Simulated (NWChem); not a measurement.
Program: NWChem. System: AgCl, charge 0, spin multiplicity 1, displaced from the optimised geometry. The structure started from a generated list of species. Level: B3LYP/def2-TZVP with def2 effective core potentials on Ag, VWN1-RPA local correlation.

Input file:

```
start mol
memory heap 200 mb stack 900 mb global 1100 mb
geometry units angstroms nocenter noautoz
  Ag     0.000000     0.000000    -0.623387
  Cl     0.000000     0.000000     1.723480
  symmetry group C2v
end
basis spherical
  * library def2-tzvp
end
ecp
  Ag library def2-ecp
end
basis "cd basis" spherical
  * library weigend_coulomb_fitting
end
dft
  xc b3lyp
  semidirect memsize 60000000 filesize 0
  iterations 100
end
task dft gradient
```

Output (cleaned and shortened):

```
             Northwest Computational Chemistry Package (NWChem) 7.3.0
             --------------------------------------------------------

                                NWChem Input Module
                                -------------------

 Scaling coordinates for geometry "geometry" by  1.889725989
 (inverse scale =  0.529177249)

 Turning off AUTOSYM since
 SYMMETRY directive was detected!

                             Geometry "geometry" -> ""
                             -------------------------

 Output coordinates in angstroms (scale by  1.889725989 to convert to a.u.)

  No.       Tag          Charge          X              Y              Z
 ---- ---------------- ---------- -------------- -------------- --------------
    1 Ag                  47.0000     0.00000000     0.00000000    -0.62338700
    2 Cl                  17.0000     0.00000000     0.00000000     1.72348000

 Effective nuclear repulsion energy (a.u.)     180.1604530426

            Nuclear Dipole moment (a.u.)
            ----------------------------
        X                 Y               Z
 ---------------- ---------------- ----------------
     0.0000000000     0.0000000000    -0.0000548021

      Symmetry information
      --------------------

 Group name             C2v
 Group number             16
 Group order               4
 No. of unique centers     2

      Symmetry unique atoms

     1    2


 Summary of "ao basis" -> "" (spherical)
 ------------------------------------------------------------------------------
       Tag                 Description            Shells   Functions and Types
 ---------------- ------------------------------  ------  ---------------------
 *                         def2-tzvp                  on all atoms

 Summary of "cd basis" -> "" (spherical)
 ------------------------------------------------------------------------------
       Tag                 Description            Shells   Functions and Types
 ---------------- ------------------------------  ------  ---------------------
 *                  weigend_coulomb_fitting           on all atoms

                                 NWChem DFT Module
                                 -----------------

 Summary of "ao basis" -> "ao basis" (spherical)
 ------------------------------------------------------------------------------
       Tag                 Description            Shells   Functions and Types
 ---------------- ------------------------------  ------  ---------------------
 Ag                        def2-tzvp                14       40   6s4p3d1f
 Cl                        def2-tzvp                13       37   5s5p2d1f

 Summary of "cd basis" -> "cd basis" (spherical)
 ------------------------------------------------------------------------------
       Tag                 Description            Shells   Functions and Types
 ---------------- ------------------------------  ------  ---------------------
 Ag                 weigend coulomb fitting         23       89   8s5p5d2f3g
 Cl                 weigend coulomb fitting         17       51   8s4p3d1f1g

 Summary of "ao basis" -> "ao basis" (spherical)
 ------------------------------------------------------------------------------
       Tag                 Description            Shells   Functions and Types
 ---------------- ------------------------------  ------  ---------------------
 Ag                        def2-tzvp                14       40   6s4p3d1f
 Cl                        def2-tzvp                13       37   5s5p2d1f
[...]
              MO Center= -4.7D-32, -1.4D-16, -7.2D-01, r^2= 6.7D+00
   Bfn.  Coefficient  Atom+Function         Bfn.  Coefficient  Atom+Function
  ----- ------------  ---------------      ----- ------------  ---------------
    17      0.801279  1 Ag py                14      0.322938  1 Ag py
    59     -0.198445  2 Cl py                 8     -0.179734  1 Ag py
    56     -0.093424  2 Cl py                53     -0.070996  2 Cl py
    47      0.045829  2 Cl py                20      0.043913  1 Ag d -1
    30     -0.032727  1 Ag d -1              25      0.032319  1 Ag d -1

 Vector   21  Occ=0.000000D+00  E=-1.325609D-02  Symmetry=b1
              MO Center=  2.2D-16,  1.9D-32, -7.2D-01, r^2= 6.7D+00
   Bfn.  Coefficient  Atom+Function         Bfn.  Coefficient  Atom+Function
  ----- ------------  ---------------      ----- ------------  ---------------
    16      0.801279  1 Ag px                13      0.322938  1 Ag px
    58     -0.198445  2 Cl px                 7     -0.179734  1 Ag px
    55     -0.093424  2 Cl px                52     -0.070996  2 Cl px
    46      0.045829  2 Cl px                22     -0.043913  1 Ag d  1
    32      0.032727  1 Ag d  1              27     -0.032319  1 Ag d  1

 center of mass
 --------------
 x =   0.00000000 y =   0.00000000 z =  -0.08491516

 moments of inertia (a.u.)
 ------------------
         518.264822595602           0.000000000000           0.000000000000
           0.000000000000         518.264822595602           0.000000000000
           0.000000000000           0.000000000000           0.000000000000

     Multipole analysis of the density
     ---------------------------------

     L   x y z        total         alpha         beta         nuclear
     -   - - -        -----         -----         ----         -------
     0   0 0 0     -0.000000    -18.000000    -18.000000     36.000000

     1   1 0 0     -0.000000     -0.000000     -0.000000      0.000000
     1   0 1 0     -0.000000     -0.000000     -0.000000      0.000000
     1   0 0 1     -2.188180    -17.586491    -17.586491     32.984802

     2   2 0 0    -23.643710    -11.821855    -11.821855      0.000000
     2   1 1 0     -0.000000     -0.000000     -0.000000      0.000000
     2   1 0 1     -0.000000     -0.000000     -0.000000      0.000000
     2   0 2 0    -23.643710    -11.821855    -11.821855      0.000000
     2   0 1 1     -0.000000     -0.000000     -0.000000      0.000000
     2   0 0 2    -24.538586   -115.616130   -115.616130    206.693674

            General Information
            -------------------
          SCF calculation type: DFT
          Wavefunction type:  closed shell.
          No. of atoms     :     2
          No. of electrons :    36
           Alpha electrons :    18
            Beta electrons :    18
          Charge           :     0
          Spin multiplicity:     1
          Use of symmetry is: on ; symmetry adaption is: on
          Maximum number of iterations: 100
          AO basis - number of functions:    77
                     number of shells:    27
          A Charge density fitting basis will be used.
          CD basis - number of functions:   140
                     number of shells:    40
          Convergence on energy requested:  1.00D-06
          Convergence on density requested:  1.00D-05
          Convergence on gradient requested:  5.00D-04

              XC Information
              --------------
                         B3LYP Method XC Potential
                     Hartree-Fock (Exact) Exchange  0.200
                        Slater Exchange Functional  0.800 local
                    Becke 1988 Exchange Functional  0.720 non-local
              Lee-Yang-Parr Correlation Functional  0.810
                  VWN I RPA Correlation Functional  0.190 local

             Grid Information
             ----------------
          Grid used for XC integration:  medium
          Radial quadrature: Mura-Knowles
          Angular quadrature: Lebedev.
          Tag              B.-S. Rad. Rad. Pts. Rad. Cut. Ang. Pts.
          ---              ---------- --------- --------- ---------
          Ag                  1.60      123           8.0       590
          Cl                  1.00       88          10.0       590
          Grid pruning is: on
          Number of quadrature shells:   211
          Spatial weights used:  Erf1

          Convergence Information
          -----------------------
          Convergence aids based upon iterative change in
          total energy or number of iterations.
          Levelshifting, if invoked, occurs when the
          HOMO/LUMO gap drops below (HL_TOL):  1.00D-02
          DIIS, if invoked, will attempt to extrapolate
          using up to (NFOCK): 10 stored Fock matrices.

                    Damping( 0%)  Levelshifting(0.5)       DIIS
                  --------------- ------------------- ---------------
          dE  on:    start            ASAP                start
          dE off:    2 iters        100 iters           100 iters

      Screening Tolerance Information
      -------------------------------
          Density screening/tol_rho:  1.00D-10
          AO Gaussian exp screening on grid/accAOfunc:  14
          CD Gaussian exp screening on grid/accCDfunc:  20
          XC Gaussian exp screening on grid/accXCfunc:  20
          Schwarz screening/accCoul:  1.00D-08

  int_init: cando_txs set to always be  F
  intd_init: cando_txs set to always be  F

                            NWChem DFT Gradient Module
                            --------------------------

  charge          =   0.00
  wavefunction    = closed shell

  Using symmetry

                         DFT ENERGY GRADIENTS

    atom               coordinates                        gradient
                 x          y          z           x          y          z
   1 Ag      0.000000   0.000000  -1.178031    0.000000   0.000000  -0.007042
   2 Cl      0.000000   0.000000   3.256905    0.000000   0.000000   0.007042

                 ----------------------------------------
                 |  Time  |  1-e(secs)   |  2-e(secs)   |
                 ----------------------------------------
                 |  CPU   |       0.01   |       1.50   |
                 ----------------------------------------
                 |  WALL  |       0.01   |       1.50   |
                 ----------------------------------------

 Task  times  cpu:        2.9s     wall:        2.9s

 Total times  cpu:        3.0s     wall:        3.0s
```
